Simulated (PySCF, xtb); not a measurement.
COOs, SMILES [C-](#[O+])->[Os] (connectivity only; charge and spin as stated), neutral, multiplicity 3.

Harmonic wavenumbers (cm⁻¹) from GFN2-xTB (xtb) at its own minimum, in rising order: 331, 331, 597, 2039.

Problem. What does PBE-D3(BJ)/def2-TZVP in PySCF give at its own minimum? (The exact figures need the calculation; the answer reports its results.)

Solution. 442, 442, 621, 1978. Paired by order, the mean absolute difference is 77 cm⁻¹ and the zero-point energies are 4.7 and 5.0 kcal/mol.
